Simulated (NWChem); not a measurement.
The numbers come from NWChem runs, not from measurements. System: H3Si2, charge 0, spin multiplicity 2, at a geometry optimised with UPBE0/def2-SVP. The structure started from a generated list of species. Its SCF solution wasn't tested for a lower state. Level: UBP86/def2-TZVPD.

Input file:

```
start mol
memory heap 200 mb stack 900 mb global 1100 mb
geometry units angstroms nocenter noautoz noautosym
  Si    -0.513843    -1.121835     0.033506
  Si     0.358371     0.984396    -0.035814
  H      0.887158    -1.687715    -0.219600
  H      1.771151     1.387833     0.265771
  H     -0.481708     2.224021    -0.013856
end
basis spherical
  * library def2-tzvpd
end
dft
  xc becke88 perdew86
  odft
  mult 2
  semidirect memsize 60000000 filesize 0
  iterations 100
end
task dft energy
```

Part of the output:

```
             Northwest Computational Chemistry Package (NWChem) 7.3.0
             --------------------------------------------------------

                                NWChem Input Module
                                -------------------

 Scaling coordinates for geometry "geometry" by  1.889725989
 (inverse scale =  0.529177249)

                             Geometry "geometry" -> ""
                             -------------------------

 Output coordinates in angstroms (scale by  1.889725989 to convert to a.u.)

  No.       Tag          Charge          X              Y              Z
 ---- ---------------- ---------- -------------- -------------- --------------
    1 Si                  14.0000    -0.51384300    -1.12183500     0.03350600
    2 Si                  14.0000     0.35837100     0.98439600    -0.03581400
    3 H                    1.0000     0.88715800    -1.68771500    -0.21960000
    4 H                    1.0000     1.77115100     1.38783300     0.26577100
    5 H                    1.0000    -0.48170800     2.22402100    -0.01385600

 Effective nuclear repulsion energy (a.u.)      67.8128201118

            Nuclear Dipole moment (a.u.)
            ----------------------------
        X                 Y               Z
 ---------------- ---------------- ----------------
    -0.0000132281    -0.0000132281     0.0000056692


 Summary of "ao basis" -> "" (spherical)
 ------------------------------------------------------------------------------
       Tag                 Description            Shells   Functions and Types
 ---------------- ------------------------------  ------  ---------------------
 *                         def2-tzvpd                 on all atoms

  perdew86 is a nonlocal functional; adding perdew81 local functional.

                                 NWChem DFT Module
                                 -----------------

 Summary of "ao basis" -> "ao basis" (spherical)
 ------------------------------------------------------------------------------
       Tag                 Description            Shells   Functions and Types
 ---------------- ------------------------------  ------  ---------------------
 Si                        def2-tzvpd               15       43   6s5p3d1f
 H                         def2-tzvpd                5        9   3s2p

 Summary of "ao basis" -> "ao basis" (spherical)
 ------------------------------------------------------------------------------
       Tag                 Description            Shells   Functions and Types
 ---------------- ------------------------------  ------  ---------------------
 Si                        def2-tzvpd               15       43   6s5p3d1f
 H                         def2-tzvpd                5        9   3s2p

            General Information
            -------------------
          SCF calculation type: DFT
          Wavefunction type:  spin polarized.
          No. of atoms     :     5
          No. of electrons :    31
           Alpha electrons :    16
            Beta electrons :    15
          Charge           :     0
          Spin multiplicity:     2
          Use of symmetry is: off; symmetry adaption is: off
          Maximum number of iterations: 100
          AO basis - number of functions:   113
                     number of shells:    45
          Convergence on energy requested:  1.00D-06
          Convergence on density requested:  1.00D-05
          Convergence on gradient requested:  5.00D-04

              XC Information
[...]
     5      0.382170  1 Si s                  4      0.336894  1 Si s
    16     -0.274605  1 Si px                48     -0.212789  2 Si s
     3     -0.196137  1 Si s                 47     -0.166397  2 Si s
    60      0.160995  2 Si py                17     -0.155480  1 Si py
    19     -0.152568  1 Si px                18      0.119147  1 Si pz

 Vector   16  Occ=0.000000D+00  E=-1.708322D-01
              MO Center= -6.8D-02, -3.2D-02, -1.0D-01, r^2= 3.5D+00
   Bfn.  Coefficient  Atom+Function         Bfn.  Coefficient  Atom+Function
  ----- ------------  ---------------      ----- ------------  ---------------
    61      0.340884  2 Si pz                18      0.289918  1 Si pz
    64      0.230956  2 Si pz                21      0.202054  1 Si pz
    16      0.133616  1 Si px                52     -0.119444  2 Si pz
    58      0.112096  2 Si pz                 9     -0.102490  1 Si pz
    15      0.095592  1 Si pz                 5     -0.087551  1 Si s

 Vector   17  Occ=0.000000D+00  E=-9.241143D-02
              MO Center= -3.7D-02, -1.1D-01, -3.4D-02, r^2= 4.8D+00
   Bfn.  Coefficient  Atom+Function         Bfn.  Coefficient  Atom+Function
  ----- ------------  ---------------      ----- ------------  ---------------
    18      0.374416  1 Si pz                61     -0.332619  2 Si pz
    21      0.327820  1 Si pz                64     -0.275002  2 Si pz
     9     -0.125258  1 Si pz                15      0.122695  1 Si pz
    52      0.110857  2 Si pz                58     -0.108799  2 Si pz
    48      0.100913  2 Si s                 47      0.089437  2 Si s

 Vector   18  Occ=0.000000D+00  E=-2.835616D-02
              MO Center=  6.5D-03, -8.9D-02,  3.0D-02, r^2= 7.4D+00
   Bfn.  Coefficient  Atom+Function         Bfn.  Coefficient  Atom+Function
  ----- ------------  ---------------      ----- ------------  ---------------
    49      1.028737  2 Si s                  6     -0.760823  1 Si s
    47     -0.445729  2 Si s                 63     -0.366261  2 Si py
    62     -0.326372  2 Si px                 5     -0.288198  1 Si s
    17      0.272553  1 Si py                98      0.266852  4 H  s
    48     -0.228240  2 Si s                 46      0.208115  2 Si s

   alpha - beta orbital overlaps
   -----------------------------

   alpha      1      2      3      4      5      6      7      8      9     10
    beta      1      2      3      4      5      6      7      8      9     10
 overlap   1.000  1.000  1.000  1.000  1.000  1.000  1.000  0.985  0.994  0.991

   alpha     11     12     13     14     15     16     17     18     19     20
    beta     11     12     13     14     15     16     17     18     19     20
 overlap   0.999  0.999  1.000  0.998  0.992  0.996  0.990  0.973  0.971  0.969

   alpha     21     22     23     24     25     26     27     28     29     30
    beta     21     22     23     24     25     27     26     28     29     30
 overlap   0.953  0.960  0.953  0.885  0.880  0.929  0.962  0.965  0.986  0.984

   alpha     31     32     33     34     35     36     37     38     39     40
    beta     31     33     32     34     35     36     38     37     39     40
 overlap   0.988  0.856  0.943  0.926  0.986  0.964  0.613  0.823  0.783  0.956

   alpha     41     42     43     44     45     46     47     48     49     50
    beta     41     42     43     44     45     46     47     48     49     50
 overlap   0.974  0.977  0.987  0.967  0.958  0.965  0.979  0.919  0.927  0.983

   alpha     51     52     53     54     55     56     57     58     59     60
    beta     51     52     54     53     55     56     57     58     59     60
 overlap   0.992  0.980  0.855  0.874  0.967  0.991  0.975  0.978  0.998  0.976

   alpha     61     62     63     64     65     66     67     68     69     70
    beta     61     62     63     64     66     65     67     68     69     70
 overlap   0.978  0.998  0.999  0.995  0.773  0.774  0.990  0.957  0.971  0.977

   alpha     71     72     73     74     75     76     77     78     79     80
    beta     71     72     73     74     75     76     77     78     79     80
 overlap   0.982  0.986  0.946  0.956  0.979  0.958  0.972  0.750  0.756  0.928

   alpha     81     82     83     84     85     86     87     88     89     90
    beta     81     82     83     84     85     86     87     88     89     90
 overlap   0.961  0.965  0.972  0.987  0.912  0.915  0.999  0.999  0.999  0.998

   alpha     91     92     93     94     95     96     97     98     99    100
    beta     91     92     93     94     95     96     97     98     99    100
 overlap   0.998  1.000  0.987  0.986  0.995  0.995  0.998  0.998  1.000  1.000

   alpha    101    102    103    104    105    106    107    108    109    110
    beta    101    102    103    104    105    106    107    108    109    110
 overlap   1.000  1.000  1.000  1.000  1.000  1.000  1.000  1.000  1.000  1.000

   alpha    111    112    113
    beta    111    112    113
 overlap   1.000  1.000  1.000

     --------------------------
     Expectation value of S2:
     --------------------------
      <S2> =      0.7656 (Exact =     0.7500)

 center of mass
 --------------
 x =  -0.06908149 y =  -0.06106884 z =  -0.00102542

 moments of inertia (a.u.)
 ------------------
         257.982438425511         -92.189940913126           1.989557341277
         -92.189940913126          54.555078389751           4.730841382488
           1.989557341277           4.730841382488         311.200100834666

     Multipole analysis of the density
     ---------------------------------

     L   x y z        total         alpha         beta         nuclear
     -   - - -        -----         -----         ----         -------
     0   0 0 0     -0.000000    -16.000000    -15.000000     31.000000

     1   1 0 0      0.170313      0.089735      0.080590     -0.000013
     1   0 1 0      0.342356      0.037421      0.304949     -0.000013
     1   0 0 1     -0.049250      0.185808     -0.235063      0.000006

     2   2 0 0    -22.971964    -29.933647    -27.501122     34.462804
     2   1 1 0     -0.239919    -23.783088    -22.518661     46.061829
     2   1 0 1      0.286800     -0.040181      0.820309     -0.493329
     2   0 2 0    -22.165069    -86.103779    -82.140751    146.079461
     2   0 1 1     -0.157199      0.152857      0.801099     -1.111155
     2   0 0 2    -20.649661    -13.062385     -8.132666      0.545389

 Task  times  cpu:        9.4s     wall:        9.4s

 Total times  cpu:        9.5s     wall:        9.5s
```
